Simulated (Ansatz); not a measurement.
C₂H₆AlFO (`CC[O][AlH][F]`), charge 0, multiplicity 1.

Give a relaxed structure at PBE0-D4/def2-TZVP (Ansatz). (Best estimate.)

The calculation gave: 
```xyz
11

C    -0.909    0.350    1.329
C    -0.110   -0.638    0.511
O     0.852    0.020   -0.270
Al    1.154    0.246   -1.900
F     2.460    1.157   -2.306
H    -1.622   -0.174    1.972
H    -0.247    0.946    1.959
H    -1.469    1.029    0.681
H    -0.785   -1.237   -0.116
H     0.410   -1.337    1.178
H     0.265   -0.364   -3.039
```
This is one stationary point; other conformers may exist.
